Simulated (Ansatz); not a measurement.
A run on C2H7CuOS, SMILES `C[S+](C)[Cu-][OH]` with other settings.

```yaml
crystal:
  periodic: [false, false, false]
  atoms:
    - {symbol: C, position_ang: [0.816736, 1.158062, 0.967988]}
    - {symbol: S, position_ang: [0.835223, 0.045234, -0.446795]}
    - {symbol: C, position_ang: [-0.470077, 0.778529, -1.446219]}
    - {symbol: Cu, position_ang: [0.115202, -1.857577, 0.236100]}
    - {symbol: O, position_ang: [-0.348343, -3.505940, 0.742408]}
    - {symbol: H, position_ang: [-0.165719, 1.175998, 1.438055]}
    - {symbol: H, position_ang: [1.550852, 0.781608, 1.679197]}
    - {symbol: H, position_ang: [1.104886, 2.159366, 0.645573]}
    - {symbol: H, position_ang: [-0.172554, 1.782520, -1.751310]}
    - {symbol: H, position_ang: [-1.411142, 0.808795, -0.898518]}
    - {symbol: H, position_ang: [-0.585829, 0.151361, -2.329233]}
    - {symbol: H, position_ang: [-1.192237, -3.533054, 1.196754]}
basis:
  gaussian: {orbitals: ANO-RCC-VTZP}
magnetization: {spin_polarized: true, initial_magnetization: 0}
hamiltonian: {xc: {name: SVWN5}}
output: {forces: true}
```

```sh
$ ansatz run in.yaml --threads 4 --pin off --events-out ev --progress --plain --max-ram 11315MiB
```

Output, abridged:

```
Functional definition: SVWN5
1908 factors; their error is unknown
mean field evaluation 1: about -59964.6647 eV, gradient 7.6e1 eV
mean field evaluation 2: about -59770.9081 eV, gradient 2.2e2 eV
mean field evaluation 4: about -59983.4290 eV, gradient 3.8e1 eV
mean field evaluation 8: about -59986.5266 eV, gradient 9.2e-1 eV
mean field evaluation 16: about -59986.4697 eV, gradient 2.7e-3 eV
mean field -59986.46965362 eV, -2204.4620994810 hartree, gradient 6.1e-6 eV, S^2 0.000000; 0 other end points of the search recorded, 0 dependent functions left out
reference -59986.46973402 eV, -2204.4621024357 hartree; 36, 36 occupied and 245, 245 virtual orbitals, 1908 factors
Total energy: -59986.46973402 eV, -2204.4621024357 hartree
Relativity: scalar
Atom 0 at     0.816736     1.158062     0.967988 Å, force    -0.069733    -0.194353    -0.283527 eV/Å
Atom 1 at     0.835223     0.045234    -0.446795 Å, force    -0.281852    -0.751987     0.268147 eV/Å
Atom 2 at    -0.470077     0.778529    -1.446219 Å, force     0.216742    -0.109739     0.253275 eV/Å
Atom 3 at     0.115202    -1.857577     0.236100 Å, force    -0.022940    -0.138375     0.034304 eV/Å
Atom 4 at    -0.348343    -3.505940     0.742408 Å, force     0.883455     0.961721    -0.622401 eV/Å
Atom 5 at    -0.165719     1.175998     1.438055 Å, force    -0.275963    -0.018817     0.118282 eV/Å
Atom 6 at     1.550852     0.781608     1.679197 Å, force     0.191575    -0.124049     0.173384 eV/Å
Atom 7 at     1.104886     2.159366     0.645573 Å, force     0.082540     0.263065    -0.126552 eV/Å
Atom 8 at    -0.172554     1.782520    -1.751310 Å, force     0.116003     0.272885    -0.063594 eV/Å
Atom 9 at    -1.411142     0.808795    -0.898518 Å, force    -0.250150    -0.011182     0.166906 eV/Å
Atom 10 at    -0.585829     0.151361    -2.329233 Å, force    -0.016988    -0.185656    -0.217894 eV/Å
Atom 11 at    -1.192237    -3.533054     1.196754 Å, force    -0.572688     0.036488     0.299672 eV/Å
Dipole moment:    -0.109500     1.409705    -0.163205 e Å
```

Hardware: 4 threads of an Arm Neoverse V2 on a shared host. Wall time 9.5 s, peak host memory 0.75 GiB.
